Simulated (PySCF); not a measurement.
C₆H₉F.
SMILES: `C=C=CC[C@H](C)F`

Method: TDDFT wB97X-D/def2-SVPD, vertical, gas phase, core orbitals frozen in the response in PySCF 2.14.0, density-fitted response routines. One conformer (not necessarily the lowest) at the PBE0-D3(BJ)/def2-SVP geometry, without solvent, vibrations or thermal averaging. Torsions of this conformer, `[CH2:1]=[C:2]=[CH:3][CH2:4][C@H:5]([CH3:6])[F:7]`: C2–C3–C4–C5 -105°, C3–C4–C5–C6 -62°.

Each state is given a Gaussian of 0.25 eV full width at half maximum, with ε(max) = 2.175×10⁸ f / Δν̃ (Δν̃ the width in cm⁻¹). The width is an assumption, not a result. The curve ends short of the highest state used, and states not computed would add to its high-energy end.

| λ (nm) | ε (L mol⁻¹ cm⁻¹) |
| --- | --- |
| 148.2 | 2317 |
| 149.6 | 1522 |
| 151.0 | 661 |
| 152.4 | 927 |
| 153.9 | 6140 |
| 155.3 | 24653 |
| 156.7 | 61469 |
| 158.1 | 97674 |
| 159.5 | 102981 |
| 160.9 | 78661 |
| 162.4 | 52033 |
| 163.8 | 39462 |
| 165.2 | 30587 |
| 166.6 | 21061 |
| 168.0 | 13946 |
| 169.5 | 10387 |
| 170.9 | 8421 |
| 172.3 | 5965 |
| 173.7 | 3346 |
| 175.1 | 1449 |
| 176.5 | 484 |
| 178.0 | 113 |
| 179.4 | 23 |
| 180.8 | 4 |
| 182.2 | 0 |
| 183.6 | 0 |
| 185.1 | 0 |
| 186.5 | 0 |
| 187.9 | 0 |
| 189.3 | 0 |
| 190.7 | 1 |
| 192.2 | 2 |
| 193.6 | 4 |
| 195.0 | 7 |
| 196.4 | 10 |
| 197.8 | 12 |
| 199.2 | 12 |
| 200.7 | 10 |
| 202.1 | 7 |
| 203.5 | 5 |
| 204.9 | 5 |
| 206.3 | 7 |
| 207.8 | 10 |
| 209.2 | 14 |
| 210.6 | 17 |
| 212.0 | 17 |
| 213.4 | 16 |
| 214.8 | 13 |
| 216.3 | 9 |
| 217.7 | 5 |
| 219.1 | 3 |
| 220.5 | 2 |
| 221.9 | 1 |
| 223.4 | 0 |
| 224.8 | 0 |
| 226.2 | 0 |

Q: Where are the band maxima, and which computed states make them?

A: 212 nm (5.86 eV), ε about 17, made up of S1 (100%); 198 nm (6.25 eV), ε about 12, made up of S2 (100%); 159 nm (7.80 eV), ε about 110000, made up of S6 (98%) (ε in L mol⁻¹ cm⁻¹; maxima over ε = 5, shares over 10%). At its high-energy end, 8.37 eV, the curve is still rising (ε about 2300, from S7). The states used: S1 5.86 eV (f 0.0002); S2 6.25 eV (f 0.0001); S3 7.27 eV (f 0.065); S4 7.39 eV (f 0.020); S5 7.56 eV (f 0.278); S6 7.80 eV (f 0.959); S7 8.39 eV (f 0.022); S8 8.70 eV (f 0.032); S9 8.81 eV (f 0.015); S10 8.97 eV (f 0.052).

Q: Coming from long wavelengths, where does ε first pass 100 L mol⁻¹ cm⁻¹?

A: At about 178 nm (6.96 eV), 1.11 eV above S1.

Q: On this curve, what absorbance would a 10⁻⁴ mol/L sample give at 193 nm over a 1 cm path?

A: 193 nm is 6.424 eV, where ε is about 3.1 L mol⁻¹ cm⁻¹, so A = ε c l ≈ 0.00031 (Beer–Lambert, with the gas-phase spectrum and the assumed width).

Q: What would ε be at 7.80 eV, the highest of these maxima, with half the width (0.125 eV)?

A: About 206000 L mol⁻¹ cm⁻¹ against 106000, a factor of about 1.96; a lone state at its own centre would give exactly 2.

All these states lie below the vertical ionisation energy of 9.56 eV (ΔSCF).
